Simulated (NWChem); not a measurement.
Molecule: C₈H₇NS₂; SMILES Cc1ccsc1-c1nccs1

```xyz
18

C     -2.5134     1.2443     0.0000
C     -1.0525     1.5596     0.0000
C     -0.5347     2.8867     0.0000
C      0.8334     2.9447     0.0000
S      1.5310     1.3829     0.0000
C     -0.0276     0.6217     0.0000
C     -0.1499    -0.8220     0.0000
N     -1.2834    -1.4725     0.0000
C     -1.0870    -2.8173     0.0000
C      0.2164    -3.2334     0.0000
S      1.2578    -1.8682     0.0000
H     -3.1077     2.1686     0.0000
H     -2.7912     0.6397    -0.8760
H     -2.7912     0.6397     0.8760
H     -1.1711     3.7733     0.0000
H      1.4716     3.8273     0.0000
H     -1.9478    -3.4887     0.0000
H      0.6085    -4.2486     0.0000
```
Atoms are numbered in this order, from 1.

Results from NWChem. Pople sets run with spherical d functions. Geometry: optimised at PBE0/def2-SVP. Not confirmed as a minimum by frequencies. Vzz is the largest principal value of the second derivative of the potential at the nucleus (NWChem prints the opposite sign); η is the asymmetry. Non-relativistic.

For level PBE0/def2-SVP:

```
Item             Value
--------------  ------
Vzz S5 (a.u.)    1.674
η S5              0.63
Vzz N8 (a.u.)   -0.860
Vzz S11 (a.u.)   1.579
η S11             0.60
```

Q: What are these values for level B3LYP/6-31G*?

A: The vzz S5 (a.u.) is 1.796. The η S5 comes out as 0.78 and the vzz N8 (a.u.) is -0.825. The vzz S11 (a.u.) is 1.696 and the η S11 is 0.77.
